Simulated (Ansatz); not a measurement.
`C[CH2][Sn][CH3]` + H–F → `C[CH2][Sn][F]` + CH₄ at 298.15 K and 1 bar (ligand exchange at the Sn–C bond).

Computed with Ansatz on PBE0-D4/def2-TZVP structures; ΔE is electronic, products minus reactants. CBS: MP2 limit from def2 TZ/QZ plus the TZ coupled-cluster correction, frozen cores. This one scheme is used for every species. def2 core potentials past Kr. For Sn outer-core shells are correlated without core-valence functions, which leaves a few kJ/mol of doubt a bond. One conformer a species, not always the lowest.

```
          species  CCSD(T)/CBS energy (Eh)  H − E (kJ/mol)  S (J/(mol·K))
`C[CH2][Sn][CH3]`               -332.98209           280.7          364.0
              H–F               -100.39570            33.5          173.6
  `C[CH2][Sn][F]`               -392.96747           190.6          345.7
              CH₄                -40.46206           127.4          186.2
```

H − E and S are ideal-gas, rigid-rotor, harmonic terms from PBE0-D4/def2-TZVP, for one conformer and one mirror image of each species. 1 Eh = 2625.50 kJ/mol, R = 8.31446 J/(mol·K).

Q: By hand: ΔE, ΔH, ΔS and ΔG.

A: ΔE = (-392.96747) + (-40.46206) − (-332.98209) − (-100.39570) = -0.05174 Eh = -135.8 kJ/mol. Δ(H − E) = 190.6 + 127.4 − 280.7 − 33.5 = 3.8, so ΔH = -132.0 kJ/mol. ΔS = 345.7 + 186.2 − 364.0 − 173.6 = -5.7 J/(mol·K). ΔG = -132.0 − 298.15 × (-5.7)/1000 = -130.3 kJ/mol.

Q: By hand: the equilibrium constant, and the temperature at which ΔG would vanish if ΔH and ΔS stayed fixed.

A: log₁₀ K = −ΔG/(RT ln 10) = 22.8. ΔG = 0 at ΔH/ΔS = 23158 K, far beyond where these terms or the molecules hold.

The number of gas molecules stays the same, so ΔS is small and ΔH decides. A doubt of 5 kJ/mol in ΔE shifts log₁₀ K by 0.9 here. Other conformers and mirror images would add mixing entropy, several J/(mol·K) or more a flexible species. Modes under 60 cm⁻¹, often nearly free rotors, make the harmonic entropy too high. These are equilibria of isolated gas molecules and say nothing of rates. Largest T1 diagnostic: 0.015 (customary marks: 0.02 for closed shells, 0.045 for open ones).
